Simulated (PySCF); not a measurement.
Species: C4H7BS.
SMILES with atom numbers: `[BH2:1][C@@H:2]1[CH:3]=[CH:4][S:5][CH2:6]1` (hydrogens: H7, H8 on B1; H9 on C2; H10 on C3; H11 on C4; H12, H13 on C6)

Computed, not measured: PySCF, PBE0-D3(BJ)/def2-SVP geometry optimisation, gas phase.

(1) What internal coordinates does the optimisation give?

Answers

(1) 
| bond | length (bohr) | order |
| --- | --- | --- |
| B1–C2 | 2.960 | single |
| C2–C3 | 2.859 | single |
| C3=C4 | 2.567 | double |
| C4–S5 | 3.271 | single |
| S5–C6 | 3.482 | single |
| C2–C6 | 2.880 | single |
| B1–H7, B1–H8 | 2.284 | single |
| C2–H9 | 2.073 | single |
| C3–H10 | 2.060 | single |
| C4–H11 | 2.065 | single |
| C6–H12 | 2.076 | single |
| C6–H13 | 2.083 | single |

Bonds in one row agree within 0.02 bohr and their mean is given. Orders are formal, as drawn. A selection of angles:
| angle | degrees |
| --- | --- |
| C2–B1–H7 | 120.3 |
| H7–B1–H8 | 120.4 |
| B1–C2–C3 | 79.3 |
| B1–C2–C6 | 118.5 |
| B1–C2–H9 | 118.1 |
| C3–C2–C6 | 107.4 |
| C3–C2–H9 | 114.0 |
| C6–C2–H9 | 113.9 |
| C2–C3–C4 | 112.6 |
| C2–C3–H10 | 124.4 |
| C4–C3–H10 | 123.0 |
| C3–C4–S5 | 115.6 |
| C3–C4–H11 | 125.5 |
| S5–C4–H11 | 118.8 |
| C4–S5–C6 | 91.3 |
| S5–C6–H12 | 107.9 |
| S5–C6–H13 | 107.7 |
| C2–C6–S5 | 106.3 |
| C2–C6–H12 | 113.0 |
| C2–C6–H13 | 112.8 |
| H12–C6–H13 | 108.8 |

Dihedral angles: B1–C2–C3–C4 -93° (anticlinal); C2–C3–C4–S5 -8° (synperiplanar); C3–C4–S5–C6 -7° (synperiplanar); C4–S5–C6–C2 20° (synperiplanar); B1–C2–C6–S5 60° (synclinal).

B1 (three-coordinate boron) is planar (angles 120.4°, 120.3° and 119.2°, sum 360.0°, 0.00 Å off the plane of its three neighbours). Of the pairs four or more bonds apart, C4···H7 is among the closest relative to their van der Waals radii: 2.82 Å, 97 % of the sum of Bondi's values. The C–C distances run from 1.358 Å (C3=C4, drawn double) to 1.524 Å (C2–C6, drawn single), a spread of 0.166 Å. The 5-membered ring C2–C3–C4–S5–C6 has internal angles of 91.3° to 115.6° (sum 533°, against 540° for a flat polygon); it is puckered, 0.12 Å rms from its mean plane, widest ring torsion 27°. The 2 C–S bonds span 1.731 Å (C4–S5, drawn single) to 1.843 Å (S5–C6, drawn single), a spread of 0.112 Å.

Point group: C1 (no symmetry element, even within 0.4 Å). PBE0-D3(BJ)/def2-SVP frequencies: not computed here. The numbers are those of one conformer (H–B1–C2–C3 95° and -86°, B1–C2–C3–C4 -93°, C3–C4–S5–C6 -7°, C4–S5–C6–C2 20°, B1–C2–C6–S5 60°).
